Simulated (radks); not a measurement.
Spherical jellium clusters: N electrons in a uniform positive sphere of charge N and radius rs N^(1/3), rs = 5.37 bohr. Calculated with a radial shooting solver with Libxc functionals: non-relativistic Kohn-Sham, PBEsol, spin-polarised, spherical densities. Levels are named by radial order and angular momentum (1s, 1p, 1d, 2s, ...), and open shells are averaged over m.

N = 7, configuration 1s2 1p(up 3, down 2). This is the lowest configuration that the search found. Occupied levels:

level,occupation,eigenvalue (eV),<r> (bohr)
1s up,1,-3.2722,6.932
1s down,1,-3.1541,6.839
1p up,3,-2.5391,8.169
1p down,2,-2.4007,8.169

Energy (eV): total -11.9393, kinetic 7.2469, external -154.39, Hartree 76.804, exchange-correlation -19.476, background 77.880.

Electron density:

r (bohr),n(r) (e/bohr^3)
0.739,0.001081
1.56,0.001199
2.39,0.001383
3.21,0.001599
4.03,0.001804
4.86,0.001950
5.68,0.001991
6.50,0.001899
7.33,0.001673
8.15,0.001349
8.97,0.0009867
9.79,0.0006514
10.6,0.0003872
11.4,0.0002117
12.3,0.0001091
13.1,0.00005394
13.9,0.00002637
14.7,0.00001273
15.6,6.018e-06
16.4,2.841e-06
